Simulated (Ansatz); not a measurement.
The same ligand exchange along the group C, Ge, Sn.

Computed with Ansatz on PBE0-D4/def2-TZVP structures; ΔE is electronic, products minus reactants. CBS: MP2 limit from def2 TZ/QZ plus the TZ coupled-cluster correction, frozen cores. This one scheme is used for every species. DFT in def2-TZVPP. Elements past krypton have def2 core potentials. For Ge, Sn outer-core shells are correlated without core-valence functions, which leaves a few kJ/mol of doubt a bond. Scalar relativity is left out up to krypton. Each species was taken in one conformer, which may not be the lowest.

| reaction | CCSD(T)/CBS(def2) (kJ/mol) |
| --- | --- |
| `OCF` + H₂S → `FCS` + H₂O | -5 |
| `[OH][GeH2][F]` + H₂S → `[F][GeH2][SH]` + H₂O | -13 |
| `[OH][SnH2][F]` + H₂S → `[F][SnH2][SH]` + H₂O | ? |

(1) Fill in the missing values. (Estimate.)

Largest T1 diagnostic: 0.014, for `[OH][SnH2][F]`.

Answers

(1) Computed: `[OH][SnH2][F]` + H₂S → `[F][SnH2][SH]` + H₂O: -39.8 kJ/mol.
